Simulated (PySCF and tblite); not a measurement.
The numbers below are computed, except where a source is named.
C6H9F3O, numbered as in [F:1][C:2]([F:3])([F:4])[C@@H:5]1[CH2:6][CH2:7][CH2:8][O:9][CH2:10]1.

Level: PBE0-D3(BJ)/def2-SVPD//PBE0-D3(BJ)/def2-SVP, thermal terms from GFN2-xTB, symmetry numbers and mirror pairs counted. Conformers within 4 kcal/mol (GFN2-xTB free energy) were kept, 5 at most. Of two unlike H on one atom, a is the less shielded (PBE0/pcSseg-1). Run with PySCF (density fitting) and tblite.

An NOE distance is ⟨r⁻⁶⟩^(−1/6) over all pairs of like atoms and, for the average, over conformers.

The 6-ring runs over atoms 5–6–7–8–9–10.

| conformer | shape | weight % |
| --- | --- | --- |
| 1 | 6-ring chair (all substituents equatorial) | 96.1 |
| 2 | 6-ring chair (C2 axial) | 3.9 |

Q: Which H–H contacts under 3.5 Å would NOEs report (pairs on one atom left out) at 298.15 K?

A: 
| pair | in 1 (Å) | in 2 (Å) | average (Å) |
| --- | --- | --- | --- |
| H8b ··· H10b | 2.41 | 4.03 | 2.43 |
| H5 ··· H10a | 2.45 | 2.38 | 2.45 |
| H7a ··· H8a | 2.46 | 2.46 | 2.46 |
| H5 ··· H6a | 2.47 | 2.37 | 2.47 |
| H6b ··· H7b | 2.47 | 2.48 | 2.47 |
| H7b ··· H8b | 2.48 | 2.45 | 2.47 |
| H6a ··· H7a | 2.48 | 2.44 | 2.48 |
| H7b ··· H8a | 2.54 | 3.07 | 2.55 |
| H6a ··· H7b | 2.56 | 3.07 | 2.57 |
| H6b ··· H10b | 2.65 | 4.31 | 2.66 |
| H5 ··· H7a | 2.66 | 4.29 | 2.67 |
| H6b ··· H8b | 2.65 | 4.32 | 2.67 |
| H5 ··· H10b | 3.06 | 2.54 | 3.02 |
| H5 ··· H6b | 3.06 | 2.57 | 3.03 |
| H7a ··· H8b | 3.07 | 2.54 | 3.03 |
| H6b ··· H7a | 3.07 | 2.57 | 3.04 |

Longer pairs under the limit may be missing.
